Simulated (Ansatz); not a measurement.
C₃H₉N, charge -1, doublet, at the geometry of the source list (a state made from the parent by changing its charge; the spin is typed, not shown lowest) (a gas-phase anion, which may not be bound at this level). Base run: CCSD/6-31G** (Ansatz, an electronic-structure program).

Here is a job for Ansatz.
Ansatz 0.2 input:
```yaml
crystal:
  periodic: [false, false, false]
  atoms:
    - {symbol: C, position_ang: [-1.84920000, -0.01180000, 0.24420000]}
    - {symbol: C, position_ang: [-0.45170000, -0.44620000, -0.17220000]}
    - {symbol: N, position_ang: [0.50820000, 0.61060000, 0.09070000]}
    - {symbol: C, position_ang: [1.86330000, 0.24610000, -0.26290000]}
    - {symbol: H, position_ang: [-2.12030000, 0.90360000, -0.27380000]}
    - {symbol: H, position_ang: [-2.57180000, -0.78570000, -0.00010000]}
    - {symbol: H, position_ang: [-1.88760000, 0.17370000, 1.31550000]}
    - {symbol: H, position_ang: [-0.18660000, -1.38970000, 0.34160000]}
    - {symbol: H, position_ang: [-0.43000000, -0.64000000, -1.24940000]}
    - {symbol: H, position_ang: [0.46920000, 0.85900000, 1.07650000]}
    - {symbol: H, position_ang: [2.52560000, 1.07800000, -0.03140000]}
    - {symbol: H, position_ang: [1.90260000, 0.05650000, -1.33590000]}
    - {symbol: H, position_ang: [2.22840000, -0.65400000, 0.25730000]}
basis:
  gaussian:
    orbitals: 6-31G__.json
total_charge: -1
magnetization: {spin_polarized: true, initial_magnetization: 1}
correlation: {method: ccsd}
```
The basis file holds 6-31G** in the JSON format of the Basis Set Exchange.

Each row names what was changed in the base input (with any setting that the change needs).

| change | ΔE vs base (kcal/mol) | MP2 correlation (Eh) | CC correlation without the perturbative part (Eh) | basis functions | core-seconds (rough) |
|---|---|---|---|---|---|
| base | 0.000 | -0.64296 | -0.69334 | 105 | 90 |
| diis_vectors = 4 | 0.001 | -0.64296 | -0.69334 | 105 | 100 |
| diis_vectors = 2 | 0.000 | -0.64296 | -0.69334 | 105 | 100 |
| fitting = cc-pVTZ-JKFIT (mean field), cc-pVTZ-RIFIT (correlation) | 0.025 | -0.64290 | -0.69333 | 105 | 70 |
| lower_state_search = off | 0.001 | -0.64296 | -0.69334 | 105 | 40 |
| electrons = outside_noble_gas | 0.000 | -0.64296 | -0.69334 | 105 | 100 |
| method = mp2 | [?] | -0.64296 | - | 105 | 5 |
| accuracy = high | -0.004 | -0.64296 | -0.69334 | 105 | 200 |
| method = ccsd_t | [?] | -0.64296 | -0.69334 | 105 | 200 |
| reference functional = pbe0 | [?] | - | [?] | 105 | 40 |

Problem. What belongs in the gaps?

Solution. 
- method = mp2, ΔE vs base (kcal/mol): 31.61
- method = ccsd_t, ΔE vs base (kcal/mol): -13.48
- reference functional = pbe0, ΔE vs base (kcal/mol): 2.54
- reference functional = pbe0, CC correlation without the perturbative part (Eh): -0.70835

A gas-phase anion may not be bound at this level; its values then depend on the basis.
